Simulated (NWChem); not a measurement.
Species: GeN2H5Cl; SMILES [NH2][GeH]([NH2])[Cl]

```xyz
9

Ge    -0.0168    -0.3323     0.3026
N     -1.2886    -1.3685    -0.5063
N      1.5738    -0.8414    -0.4677
Cl    -0.1153     1.8214    -0.1477
H     -0.2219    -0.4556     1.8357
H     -1.2558    -1.3179    -1.5310
H     -2.2499    -1.1942    -0.1934
H      2.3130    -0.1426    -0.3320
H      1.9155    -1.7502    -0.1332
```
Atoms are numbered in this order, from 1.

Computed with NWChem. Pople sets run with spherical d functions. The geometry was optimised at PBE-D3(BJ)/def2-SVP. Total energies compare along this basis series because the functional is fixed.

| level | basis functions | energy (Ha) | highest occupied level (eV) | orbital gap (eV) | dipole (D) |
|---|---|---|---|---|---|
| Hartree-Fock/STO-3G | 42 | -2616.8130 | -8.81 | 17.19 | 2.59 |
| Hartree-Fock/3-21G | 63 | -2633.9297 | -11.10 | 15.28 | 2.80 |
| Hartree-Fock/6-31G* | 88 | -2646.4263 | -11.24 | 15.18 | 2.16 |
| Hartree-Fock/6-311G** | 136 | -2646.7483 | -11.33 | 14.91 | 2.16 |
